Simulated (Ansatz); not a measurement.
`C=[N][GeH3]` + H₂Te → `[GeH3][TeH]` + `C=N`  (ligand exchange at a Ge–N bond)

Program: Ansatz. Geometries: PBE0-D4/def2-TZVP. ΔE: electronic, gas phase. CCSD(T)/CBS is the MP2 limit (def2-TZVPP, def2-QZVPP) plus CCSD(T) − MP2 in def2-TZVPP, frozen cores. This one scheme is used for every species. DFT in def2-TZVPP. Elements past krypton have def2 core potentials. For Ge, Te outer-core shells are correlated without core-valence functions, which leaves a few kJ/mol of doubt a bond. Scalar relativity is left out up to krypton.

`C=[N][GeH3]`:

```xyz
8

C     0.432   -0.160    1.458
N    -0.514    0.291    0.762
Ge   -0.419    0.168   -1.095
H     1.342   -0.637    1.058
H     0.381   -0.090    2.551
H     0.902   -0.516   -1.517
H    -0.494    1.595   -1.654
H    -1.629   -0.650   -1.564
```

H₂Te:

Cartesian coordinates in Å:
```
Te -0.485 0.092 -0.601
H -0.052 -1.182 0.364
H 0.537 1.090 0.236
```

`[GeH3][TeH]`:

```xyz
6

Ge   -0.281    0.201    0.570
Te    1.590   -0.128   -1.143
H    -0.817   -1.154    1.053
H     0.368    0.959    1.735
H    -1.423    1.031   -0.031
H     0.563   -0.910   -2.184
```

`C=N`:

Z-matrix (Å, degrees):
```
C
N 1 1.261
H 1 1.096 2 124.9
H 1 1.092 2 118.8 3 -180.0
H 2 1.021 1 111.0 3 -0.0
```

(1) Is it downhill or uphill in electronic energy at CCSD(T)/CBS, and by how much? (Best estimate.)

(2) What do these levels give: revPBE-D4, r2SCAN-D4, r2SCANh-D4, BHLYP-D4, CAM-B3LYP-D4, B2PLYP, PBE-QIDH, r2SCAN0, BHLYP, HF/def2-QZVPP, HF/CBS(def2), MP2/CBS(def2)? (Estimate.)

Largest T1 diagnostic among the species: 0.013.

Answers

(1) Computed: Downhill: ΔE = -68.2 kJ/mol.

(2) Computed: revPBE-D4 -66.2, r2SCAN-D4 -67.2, r2SCANh-D4 -68.8, BHLYP-D4 -69.5, CAM-B3LYP-D4 -61.5, B2PLYP -64.5, PBE-QIDH -70.0, r2SCAN0 -71.1, BHLYP -66.8, HF/def2-QZVPP -65.6, HF/CBS(def2) -65.6, MP2/CBS(def2) -71.5 kJ/mol.

Leaving LDA and LC-ωPBE aside and taking each functional with its dispersion term where it has one, the values, not all of them listed here, spread over 16.1 kJ/mol, from HSE06-D4 to B97M-V. LDA lies +6.0 kJ/mol from PBE without D4. At CCSD(T), def2-SVP lies +4.5 kJ/mol from the extrapolated value and def2-TZVPP +6.5 kJ/mol. From r2SCAN to r2SCAN0 (25 % exact exchange), in def2-TZVPP and without D4, ΔE moves by −3.7 kJ/mol.
